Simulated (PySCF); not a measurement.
# How the method changes the shape and vibrations of AlBF2H2

All numbers below are calculated, not measured. They come from PySCF 2.14.0, an open-source quantum chemistry program, on an isolated molecule that a program drew, which may never have been made. The molecule is AlBF2H2 (charge 0, singlet), drawn as the SMILES string `[BH2][Al]([F])[F]`.

The geometry was optimised and harmonic frequencies were computed with HF and MP2, all in the cc-pV(D+d)Z basis, for the commonest isotopes, with a restricted reference for singlets and an unrestricted one otherwise, and a frozen core in MP2. Each result is a local minimum of its method.

Geometry at the HF minimum:
```xyz
6
AlBF2H2, angstrom
B     1.0299   -1.5993    1.2603
Al    0.7244   -2.5113   -0.6370
F    -0.6571   -2.2785   -1.5082
F     1.8545   -3.4947   -1.3279
H     1.5397   -0.5184    1.3659
H     0.7016   -2.1391    2.2802
```

Lengths of the bonds as drawn, in Å (atoms numbered as above):
```
  bond     HF    MP2
B1-Al2  2.127  2.122
Al2-F3  1.650  1.671
Al2-F4  1.650  1.671
 B1-H5  1.200  1.207
 B1-H6  1.200  1.207
```

Rotational constants, in GHz:
| constant | HF | MP2 |
|---|---|---|
| A | 6.616 | 6.37 |
| B | 5.256 | 5.284 |
| C | 3.002 | 2.96 |

Harmonic frequencies in cm^-1, each column in rising order, so a row needn't be the same motion in every method:
```
rank,HF,MP2
1,131,126
2,161,154
3,226,217
4,258,243
5,555,546
6,612,584
7,823,794
8,882,?
9,940,915
10,1246,1195
11,2678,2631
12,2755,2714
```

**Estimate the missing MP2 frequency from the HF column.**

A single factor s that minimises the squared misfit of MP2 against s times HF over the other rows is sum(HF x MP2) / sum(HF^2) = 0.9797, with an rms misfit of 12 cm^-1. For rank 8 it gives 0.9797 x 882 = 864 cm^-1. The calculation gives 852 cm^-1, 12 cm^-1 below the estimate. The drawn bonds are on average 0.7 % longer in MP2 than in HF.
